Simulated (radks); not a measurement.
Results of a calculation; reference values are marked as such.
Task: Ionisation of K+, [Ar], to K2+, [Ne] 3s2 3p5, under several functionals. Scalar-relativistic Kohn-Sham, spin-polarised, spherical densities, point nucleus; open shells are filled with parallel spins first; a radial shooting solver on a logarithmic mesh with Libxc functionals. Known Delta-SCF values: B86b exchange with PBE correlation 31.661 eV; exchange-only LDA 30.120 eV. What does LDA (Slater exchange, Perdew-Zunger correlation) give, and what is its highest occupied eigenvalue?

Result: 31.743 eV by Delta-SCF; the 3p eigenvalue is -24.971 eV. NIST: 31.625 eV (measured).
